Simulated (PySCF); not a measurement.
C5H7F, SMILES FC1=CCCC1. Atoms are numbered in the order given.

```xyz
13

F      1.9575    -0.7541     0.2770
C      0.6986    -0.3385     0.1187
C     -0.3848    -1.1132     0.0825
C     -1.6219    -0.2530    -0.0432
C     -1.0540     1.1331    -0.4431
C      0.4171     1.1349     0.0224
H     -0.3805    -2.2000     0.1851
H     -2.1617    -0.2090     0.9207
H     -2.3396    -0.6353    -0.7872
H     -1.6357     1.9694    -0.0282
H     -1.0810     1.2278    -1.5402
H      1.0993     1.6442    -0.6768
H      0.5519     1.6097     1.0110
```
Charge 0, spin multiplicity 1.

Geometry optimised at ωB97X-D3(BJ)/def2-SVP. The values are those of a single conformer.

Vertical ionisation energy (IE) and electron affinity (EA) in eV. Rows of orbital energies are one-electron estimates. Where ΔSCF, EOM or ADC give a negative EA the extra electron is unbound and the value depends on the basis.

| level | IE | EA |
|---|---|---|
| −ε(HOMO), −ε(LUMO), ωB97X/def2-TZVP (PySCF) | … | … |
| −ε(HOMO), −ε(LUMO), PBE/def2-TZVP (PySCF) | 5.61 | 0.32 |

### Question
Some entries are withheld; supply them. (An estimate is asked for; the answer gives what the named calculation found.)

### Answer

- −ε(HOMO), −ε(LUMO), ωB97X/def2-TZVP (PySCF), IE: 9.12
- −ε(HOMO), −ε(LUMO), ωB97X/def2-TZVP (PySCF), EA: -2.94
